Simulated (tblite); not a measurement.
Species: C₃H₁₃FSSi₃.
Structure used (GFN2-xTB), in Å, numbered top down from 1:
```
atom  x, y, z in Å
C1     3.842   -0.590    0.768
S2     2.082   -0.526    1.221
Si3    1.281    0.117   -0.657
C4    -0.593    0.402   -0.387
F5    -1.070    0.803   -1.667
Si6   -0.975    1.883    0.783
C7    -1.295   -0.901   -0.017
Si8   -3.197   -0.888   -0.164
H9     3.989   -1.319   -0.023
H10    4.171    0.392    0.444
H11    4.387   -0.891    1.656
H12    1.510   -0.935   -1.648
H13    1.966    1.345   -1.052
H14   -0.148    3.005    0.334
H15   -0.630    1.480    2.144
H16   -2.387    2.233    0.651
H17   -0.997   -1.156    1.001
H18   -0.923   -1.705   -0.660
H19   -3.601   -0.373   -1.469
H20   -3.773   -0.081    0.914
H21   -3.646   -2.277   -0.020
```

Level: GFN2-xTB in tblite, geometry and Hessian alike; calculated harmonic values, unscaled, isolated species. Against measured fundamentals such values can be off by several per cent, at times by over 20. Modes of hydrogen on silicon can be 10 to 20 % off. One conformer, not necessarily the lowest.

Harmonic wavenumbers (cm⁻¹): 30.4, 34.5, 43.7, 71.0, 90.6, 117.0, 138.3, 151.3, 167.3, 187.0, 219.3, 253.8, 293.7, 347.8, 465.9, 476.3, 509.5, 532.1, 533.0, 543.2, 551.4, 618.0, 696.4, 728.0, 740.4, 749.6, 764.2, 770.6, 779.4, 781.9, 787.0, 790.4, 815.8, 878.9, 917.8, 947.3, 957.9, 1065.9, 1187.2, 1268.8, 1322.8, 1454.1, 1459.6, 1467.8, 2245.4, 2250.8, 2254.5, 2264.8, 2286.6, 2296.4, 2299.7, 2306.0, 2927.3, 2981.0, 3035.2, 3039.3, 3063.4.

A = 1587, B = 513.5, C = 486.2 MHz; mass 184.003 u (most abundant isotopes); point group C1, symmetry number 1.

Problem. Zero-point energy?

Solution. Half the sum of the wavenumbers: 30479 cm⁻¹ = 364.61 kJ/mol.

Problem. Give the ideal-gas entropy at 350 K and 1 bar in the rigid-rotor, harmonic-oscillator model (classical rotation).

Solution. Translation 177.23, rotation 132.01, vibration 250.85: S = 560.1 J/(mol K).

Problem. And Cp and H(350 K) − H(0)?

Solution. Cp = 252.69 J/(mol K), of which vibrations give 219.43 (their classical limit is 57 R = 473.9); H(350 K) − H(0) = 54.07 kJ/mol without the zero-point energy, 42.43 from vibrations.

Problem. Which modes carry the vibrational entropy at 350 K?

Solution. 30.4 cm⁻¹: 25.61; 34.5 cm⁻¹: 24.56; 43.7 cm⁻¹: 22.60; 71.0 cm⁻¹: 18.58; 90.6 cm⁻¹: 16.57; 117.0 cm⁻¹: 14.48 J/(mol K); the other 51 give 128.44 together.

Problem. What must be added to the electronic energy to get the Gibbs energy at 350 K and 1 bar?

Solution. ZPE + [H(350 K) − H(0)] − T·S = 364.61 + 54.07 − 196.03 = 222.65 kJ/mol.

Problem. How do the functions run with temperature in this model?

Solution. 
| T (K) | S (J/(mol K)) | Cp (J/(mol K)) | H − H(0) (kJ/mol) | G − H(0) (kJ/mol) | ln q(vib) |
| --- | --- | --- | --- | --- | --- |
| 50 | 279.4 | 78.7 | 2.73 | -11.24 | 1.63 |
| 100 | 345.5 | 113.6 | 7.59 | -26.95 | 4.24 |
| 298.15 | 521.6 | 227.9 | 41.59 | -113.91 | 13.40 |
| 373.15 | 576.6 | 262.7 | 60.03 | -155.12 | 16.55 |
| 500 | 660.1 | 307.9 | 96.37 | -233.68 | 21.59 |
| 750 | 797.2 | 368.0 | 181.44 | -416.49 | 30.55 |
| 1000 | 908.8 | 407.1 | 278.64 | -630.18 | 38.40 |

q(vib) and H(0) count from the zero-point level.

Hindered rotation and anharmonicity are outside this model. Other conformers, if any are populated, would add a mixing term that is left out. The structure is chiral; the term R ln 2 for an equal mix with its mirror image is left out.
